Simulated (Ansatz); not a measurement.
A calculation with Ansatz (development build ahead of 0.2.0).

```yaml
crystal:
  periodic: [false, false, false]
  atoms:
    - { symbol: Cu, position_ang: [-0.00577, -0.00759, -0.05221] }
    - { symbol: H, position_ang: [0.00092, -0.00564, 1.41871] }
basis:
  gaussian: { orbitals: cc-pVTZ }
hamiltonian:
  xc: hf
correlation:
  method: mp2
  frozen_orbitals: { Cu: 5, H: 0 }
```

The input is written out in the form of the current development build from the run's settings.

Results

| Property | Result |
| --- | --- |
| Converged | yes |
| Reference energy | -1639.51183 hartree |
| Correlation energy | -0.93842 hartree |
| Total energy | -1640.45025 hartree |
| Spin squared of the determinant | 0.000 |
